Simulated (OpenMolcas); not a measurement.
A calculation on Re.

```
Program             : OpenMolcas 26.06
Method              : CASSCF
Basis               : ANO-RCC-VTZP [8s7p5d3f2g1h]
Scalar Hamiltonian  : DKH2, point nucleus
Active space        : 7 electrons in 6 orbitals (5d 6s)
State averaging     : 2S+1 = 6 even, 6 roots; 2S+1 = 4 even, 17 roots
Spin-orbit coupling : RASSI with atomic mean-field integrals over the reference wave functions, term energies averaged over their components
```

**Question.** Which level of the active space comes out lowest?

**Answer.** 5d⁵ 6s² ⁶S_5/2, with 91 % of that term; it is also the measured ground level.

**Question.** How high does 5d⁶ 6s ⁶D_9/2 lie?

**Answer.** 8928 cm⁻¹ above the lowest level; measured 11755 cm⁻¹ above the ground level, so the calculation is off by -24 %.

**Question.** How high does 5d⁶ 6s ⁶D_7/2 lie?

**Answer.** 11176 cm⁻¹ above the lowest level; measured 14217 cm⁻¹ above the ground level, so the calculation is off by -21 %.

**Question.** How high does 5d⁵ 6s² ⁴G_9/2 lie?

**Answer.** 17584 cm⁻¹ above the lowest level; measured 16619 cm⁻¹ above the ground level, so the calculation is off by +6 %.

**Question.** The level at 16589 cm⁻¹ has J = 3/2. What is it made of, and what is its g factor?

**Answer.** 42 % 5d⁵ 6s² ⁴P_3/2, 37 % 5d⁵ 6s² ⁴D, 21 % 5d⁶ 6s ⁶D; g = 1.563, against 1.735 from Landé's formula for the pure leading term.

Measured values: NIST Handbook of Basic Atomic Spectroscopic Data.

Without dynamic correlation excited terms often stand tens of per cent too high (terms of higher spin than the ground term too low), and those without a measured partner can miss by more than the paired ones. A single d shell beside an s shell can misplace configurations of different d count against each other. Computed and measured levels are paired by configuration, term and J; levels that our copy of the source lacks, or whose pairing is in doubt (as where it misses far off the trend of its configuration), stay unpaired and out of the deviations. Levels of configurations outside the active space are missing.
